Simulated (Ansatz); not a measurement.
Consider the atomization: `C=C[SiH](O)F` → 2 C• + F• + 5 H• + O• + Si•.

Program: Ansatz. Geometries: PBE0-D4/def2-TZVP. ΔE: electronic, gas phase. CCSD(T)/CBS adds triple-zeta CCSD(T) − MP2 to the extrapolated MP2 energy (def2 sets, frozen cores). This one scheme is used for every species, atoms too. For atomizations the MP2-based limit and the directly extrapolated one differ by several kJ/mol either way, and by 10 to 25 for some Ge, Se and Sn compounds, so smaller differences from it don't rank the levels. Functionals use def2-TZVPP. B3LYP here is the variant with VWN-RPA as its local correlation; programs differ in this. HSE06 is defined as in plane-wave codes. No spin–orbit coupling; open shells (•) take unrestricted orbitals. Spin–orbit coupling would lower the free atoms: a little for C, F, O, Si. One conformer a species, not always the lowest.

| level | ΔE (kJ/mol) | difference from CCSD(T)/CBS |
| --- | --- | --- |
| LDA (SPW92) | 4648.1 | 548.4 |
| PBE-D4 | 4145.9 | 46.2 |
| revPBE-D4 | 4041.5 | -58.2 |
| BLYP-D4 | 4076.2 | -23.5 |
| r2SCAN-D4 | 4091.0 | -8.7 |
| B97M-V | 4086.7 | -13.0 |
| PBE0-D4 | 4067.4 | -32.3 |
| B3LYP-D4 | 4075.2 | -24.5 |
| r2SCANh-D4 | 4061.9 | -37.8 |
| r2SCAN0-D4 | 4019.9 | -79.8 |
| BHLYP-D4 | 3955.3 | -144.4 |
| CAM-B3LYP-D4 | 4101.6 | 1.9 |
| ωB97X-V | 4087.1 | -12.6 |
| ωB97M-V | 4095.5 | -4.2 |
| B2PLYP | 4048.4 | -51.3 |
| PBE-QIDH | 4052.1 | -47.6 |
| PBE | 4126.8 | 27.1 |
| revPBE | 3981.6 | -118.1 |
| BLYP | 4033.8 | -65.9 |
| r2SCAN | 4086.4 | -13.3 |
| PBE0 | 4051.4 | -48.3 |
| B3LYP | 4044.4 | -55.3 |
| r2SCANh | 4056.9 | -42.8 |
| r2SCAN0 | 4014.5 | -85.2 |
| HSE06 | 4055.4 | -44.3 |
| LC-ωPBE | 4064.0 | -35.7 |
| HF/def2-SVP | 3000.5 | -1099.2 |
| MP2/def2-SVP | 3904.9 | -194.8 |
| CCSD/def2-SVP | 3792.5 | -307.2 |
| CCSD(T)/def2-SVP | 3830.9 | -268.8 |
| HF/def2-TZVPP | 3027.5 | -1072.2 |
| MP2/def2-TZVPP | 4080.6 | -19.1 |
| SCS-MP2/def2-TZVPP | 4047.0 | -52.7 |
| CCSD/def2-TZVPP | 3929.8 | -169.9 |
| CCSD(T)/def2-TZVPP | 3989.0 | -110.7 |
| HF/def2-QZVPP | 3036.3 | -1063.4 |
| MP2/def2-QZVPP | 4147.2 | 47.5 |
| HF/CBS(def2) | 3037.7 | -1062.0 |
| MP2/CBS(def2) | 4191.2 | 91.5 |
| CCSD/CBS(def2) | 4040.4 | -59.3 |
| CCSD(T)/CBS | 4099.7 | 0 |

Task: What do rigid-rotor, harmonic-oscillator terms from PBE0-D4/def2-TZVP frequencies (298.15 K, 1 bar) make of the CCSD(T)/CBS value? (Estimate.)

Result: Computed: ΔZPE = -180.9 kJ/mol, ΔH = +3960.9 kJ/mol, ΔS = 1047 J/(mol·K), ΔG = +3648.8 kJ/mol. Open shells count their whole term as degenerate.

Largest T1 diagnostic among the species: 0.012.

The D4 term adds +30.8 kJ/mol with B3LYP and +16.0 kJ/mol with PBE0; it sums over pairs of atoms, weighted by their polarisabilities, and B3LYP, whose exchange is more repulsive, gets the larger term. Leaving LDA and LC-ωPBE aside and taking each functional with its dispersion term where it has one, the values spread over 190.5 kJ/mol, from BHLYP-D4 to PBE-D4. LDA lies +521.3 kJ/mol from PBE without D4, its usual overbinding.
